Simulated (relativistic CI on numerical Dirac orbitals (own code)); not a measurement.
## Radial parameters of Au⁶²⁺

These numbers are calculated, not measured: Dirac-Coulomb-Breit CI, KLI orbitals optimised for each configuration, model QED (radiative potential, 1s self-energy scaled to tabulated hydrogen-like ionisation energies), unscaled Slater integrals (own radial code, finite nucleus).

Slater integrals F^k, G^k are unscaled and averaged over j, outside the closed core [Ne]; ζ comes from projecting the Hamiltonian with its Breit term on Σ l·s of the shell.

- 3s²3p⁵: ζ(3p) = 2.5762e+06 cm⁻¹; <r>(3p) = 0.1689, <r^2>(3p) = 0.03312 (bohr units).
- 3s²3p⁴3d: F^2(3p,3p) = 575440, ζ(3p) = 2.5747e+06, F^2(3p,3d) = 582180, G^1(3p,3d) = 604940, G^3(3p,3d) = 408140, ζ(3d) = 345330 cm⁻¹; <r>(3p) = 0.169, <r^2>(3p) = 0.03316, <r>(3d) = 0.1505, <r^2>(3d) = 0.02613 (bohr units).
- 3s3p⁵3d: G^1(3s,3p) = 735460, ζ(3p) = 2.5745e+06, G^2(3s,3d) = 469510, F^2(3p,3d) = 581970, G^1(3p,3d) = 604830, G^3(3p,3d) = 408030, ζ(3d) = 346630 cm⁻¹; <r>(3s) = 0.1713, <r^2>(3s) = 0.03359, <r>(3p) = 0.1691, <r^2>(3p) = 0.03318, <r>(3d) = 0.1506, <r^2>(3d) = 0.02616 (bohr units).

Averages of the first 10 configurations, taken without configuration mixing, which lowers the lowest level and can move excited configurations by several eV; other configurations of the list can lie among them:

```json
{"Configuration": "3s²3p⁵", "Parity": "odd", "States": "6", "Average energy above the lowest level (eV)": "168.7"}
{"Configuration": "3s²3p⁴3d", "Parity": "even", "States": "150", "Average energy above the lowest level (eV)": "663.9"}
{"Configuration": "3s3p⁶", "Parity": "even", "States": "2", "Average energy above the lowest level (eV)": "727.1"}
{"Configuration": "3s3p⁵3d", "Parity": "odd", "States": "120", "Average energy above the lowest level (eV)": "1211.3"}
{"Configuration": "3s3p⁴3d²", "Parity": "even", "States": "1350", "Average energy above the lowest level (eV)": "1705.2"}
{"Configuration": "3p⁶3d", "Parity": "even", "States": "10", "Average energy above the lowest level (eV)": "1784.1"}
{"Configuration": "3s²3p³3d4p", "Parity": "even", "States": "1200", "Average energy above the lowest level (eV)": "3907.8"}
{"Configuration": "3s²3p⁴4s", "Parity": "even", "States": "30", "Average energy above the lowest level (eV)": "3199.1"}
{"Configuration": "3s3p⁴3d4s", "Parity": "even", "States": "600", "Average energy above the lowest level (eV)": "4231.1"}
{"Configuration": "3p⁶4s", "Parity": "even", "States": "2", "Average energy above the lowest level (eV)": "4324.9"}
```
